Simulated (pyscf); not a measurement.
Structures and frequencies: ωB97X-D3(BJ)/def2-SVP in PySCF.

**Question.** Estimate by transition-state theory the rate constant of H₃Si–Se–SiH₃ + Cl–Ge:–Cl [singlet] → H₃Si–Cl + H₃Si–Se–Ge:–Cl [singlet] (singlet surface; Se–Si, Cl–Ge broken, Cl–Si, Ge–Se formed) at 600 K, with ωB97M-D3(BJ)/def2-TZVP energies (ideal gas, 1 atm, RRHO with modes under 100 cm⁻¹ raised to 100, one conformer, R ln 2 for chiral ones without a mode under 150 cm⁻¹; no tunnelling).

**Answer.** The electronic barrier is 8.9 kcal/mol and the thermal terms add +28.2, so ΔG‡ = 37.1 kcal/mol. With k_BT/h = 1.25e+13 s⁻¹ and RT = 1.192 kcal/mol, and a volume of 8.18e-20 cm³ per molecule at 1 atm, k = 3.2e-20 cm³ molecule⁻¹ s⁻¹. Wigner's tunnelling factor for 269i cm⁻¹ would be 1.02. A shift of 1 kcal/mol in the barrier changes k by a factor 2.3. On the reactant side the descent ends in an adduct with a Ge–Se contact, 18.2 kcal/mol under the separated species and 19.9 kcal/mol under the saddle at ωB97X-D3(BJ)/def2-TZVP. On the product side the descent ends in a complex, 7.7 kcal/mol under the separated species and 14.6 kcal/mol under the saddle at ωB97X-D3(BJ)/def2-TZVP. What is counted as formed (Ge–Se) is already present as a longer contact in the reactant adduct; forming that adduct is a step of its own. At ωB97X-D3(BJ) the barrier from the zero used here is 1.7 kcal/mol. This is the saddle that the search found; another between the same sides may lie lower. Elements up to Kr have no core potential and no relativistic terms here.
